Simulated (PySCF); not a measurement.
r2SCAN on S⁻ (sulfur, charge -1), [Ne] 3s2 3p5, 2P determinant. Computed with PySCF 2.14 in aug-cc-pwCVTZ (8s7p5d3f, 75 functions), with no relativity, point nucleus.

```
cycle= 1 E= -398.170078878094  delta_E= -0.00825  |g|= 0.0182  |ddm|= 0.176
cycle= 2 E= -398.170187052825  delta_E= -0.000108  |g|= 0.0164  |ddm|= 0.05
cycle= 3 E= -398.170337629973  delta_E= -0.000151  |g|= 0.00504  |ddm|= 0.0354
cycle= 4 E= -398.170355864127  delta_E= -1.82e-05  |g|= 0.00063  |ddm|= 0.0101
cycle= 5 E= -398.170356664674  delta_E= -8.01e-07  |g|= 0.000147  |ddm|= 0.00327
cycle= 6 E= -398.170356731974  delta_E= -6.73e-08  |g|= 4.16e-05  |ddm|= 0.00114
cycle= 7 E= -398.170356734962  delta_E= -2.99e-09  |g|= 9.5e-06  |ddm|= 0.000258
cycle= 8 E= -398.170356735045  delta_E= -8.36e-11  |g|= 5.08e-07  |ddm|= 3.03e-05
converged SCF energy = -398.170356735045  <S^2> = 0.75874717  2S+1 = 2.0087281
```

Highest occupied orbital energy: 0.976 eV; ⟨L²⟩ = 2.04; populations by l: s 6.00, p 11.00, d 0.00, f 0.00.

(1) Can this result be used?

Results:

(1) With care. The calculation finished and met its thresholds. At r2SCAN the highest occupied level has a positive energy, so only the finite basis holds that electron; in a semilocal or global hybrid functional this comes from self-interaction and does not mean that the real anion is unbound.
